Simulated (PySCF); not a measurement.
Several orderings of computed values.

Species are written as SMILES; each is one conformer at its optimised geometry, gas phase, non-relativistic unless stated. Electronic properties by PySCF.

The conformers computed, where there is a choice (atom-mapped SMILES and torsion angles):
- `[CH:1]#[C:2][C@:3]1([F:4])[CH2:5][CH2:6][C:7]1[CH2:8][F:9]`: C6–C7–C8–F9 -42°
- `[O:1]=[C:2]([OH:3])[C:4]([F:5])[F:6]`: O1–C2–C4–F5 0°, H–O3–C2–O1 0°
- `[CH2:1]=[CH:2][Si:3]1([OH:4])[SiH2:5][SiH:6][SiH2:7]1`: C1–C2–Si3–O4 171°, H–O4–Si3–C2 52°
- `[Cl:1][C:2]([Cl:3])([Cl:4])[C:5]1[CH:6]=[CH:7][CH:8]=[CH:9]1`: Cl1–C2–C5–C6 -59°
- `[CH3:1][O:2][C@:3]([CH3:4])([F:5])[CH:6][F:7]`: C1–O2–C3–C4 54°, O2–C3–C6–F7 -153°
- `[SiH3:1][CH2:2][C:3]([SiH3:4])[SiH3:5]`: Si1–C2–C3–Si4 -87°
- `[CH2+:1][C:2]1[C:3]([NH:4][CH:5]=[O:6])=[C:7]1[O:8][CH:9]=[O:10]`: C2–C3–N4–C5 0°, C3–N4–C5–O6 0°, C3–C7–O8–C9 0°, C7–O8–C9–O10 0°
- `[SiH3:1][CH:2][CH:3]([SiH3:4])[SiH3:5]`: Si1–C2–C3–Si4 119°
- `[O:1]=[C:2]([O-:3])[CH:4]([F:5])[F:6]`: O1–C2–C4–F5 120°

Question: Rank by isotropic g value, lowest first (unrestricted B3LYP/pcH-1, mean-field spin–orbit at GFN2-xTB geometries).
A. `[SiH3]C[C]([SiH3])[SiH3]` [radical]
B. `F[C](F)C(O)=O` [radical]
C. `C#C[C@]1(F)CC[C]1CF` [radical]
D. `C1=CC=C[C]1C(Cl)(Cl)Cl` [radical]
E. `CO[C@](C)(F)[CH]F` [radical]
F. `C(=C)[Si]1(O)[SiH2][SiH][SiH2]1` [radical]

Answer: D (2.00065), C (2.00228), A (2.00272), E (2.00356), B (2.00479), F (2.00513).

Question: Rank by smallest rotational constant, lowest first (GFN2-xTB).
A. `[SiH3][CH]C([SiH3])[SiH3]` [radical]
B. `O=C(O)[C](F)F` [radical]
C. `[SiH3]C[C]([SiH3])[SiH3]` [radical]
D. `[CH2+][C]1C(NC=O)=C1OC=O` [radical]
E. `CO[C@](C)(F)[CH]F` [radical]
F. `O=C([O-])C(F)F`

Answer: D (0.680 GHz), A (0.977 GHz), C (1.085 GHz), E (1.716 GHz), B (2.123 GHz), F (2.606 GHz).

Give the two extremes of that set in cm⁻¹.

`[CH2+][C]1C(NC=O)=C1OC=O` [charge +1 and doublet state]: 0.0227 cm⁻¹; `O=C([O-])C(F)F`: 0.0869 cm⁻¹.
